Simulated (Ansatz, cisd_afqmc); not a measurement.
Species: N, charge 0, quartet.

Total energies in cc-pVTZ-DK, 5 correlated electrons, 1 frozen orbitals. UHF or UKS for unpaired electrons; spin-orbit terms are left out. The -DK rows use spin-free X2C. AFQMC is phaseless with a CISD trial state; ± is one standard error, without the phaseless bias. Outlying blocks are dropped, and bars are widened where a walk drifts. Over all cases where full CI ran beside it in this data, AFQMC minus full CI had a median of +0.1 mEh and passed +0.4 mEh in a tenth of the cases. Full CI freezes restricted core orbitals and the other rows unrestricted ones, which leaves a small offset even where coupled cluster is exact.

```json
[
 {"method": "HF", "program": "Ansatz", "energy (Eh)": "-54.42989", "error against FCI (mEh)": "114.22"},
 {"method": "MP2", "program": "Ansatz", "energy (Eh)": "-54.52587", "error against FCI (mEh)": "18.25"},
 {"method": "CCSD", "program": "Ansatz", "energy (Eh)": "-54.54168", "error against FCI (mEh)": "2.44"},
 {"method": "CCSD(T)", "program": "Ansatz", "energy (Eh)": "-54.54396", "error against FCI (mEh)": "0.16"},
 {"method": "CCSDT(Q)", "program": "Ansatz", "energy (Eh)": "-54.54431", "error against FCI (mEh)": "-0.20"},
 {"method": "CCSDTQ", "program": "Ansatz", "energy (Eh)": "-54.54432", "error against FCI (mEh)": "-0.20"},
 {"method": "AFQMC/CISD", "program": "cisd_afqmc", "energy (Eh)": "-54.5442 ± 0.0001", "error against FCI (mEh)": "-0.1 ± 0.1"},
 {"method": "FCI", "program": "Ansatz", "energy (Eh)": "-54.54412", "error against FCI (mEh)": "0.00"}
]
```

Ansatz is a first-principles code.
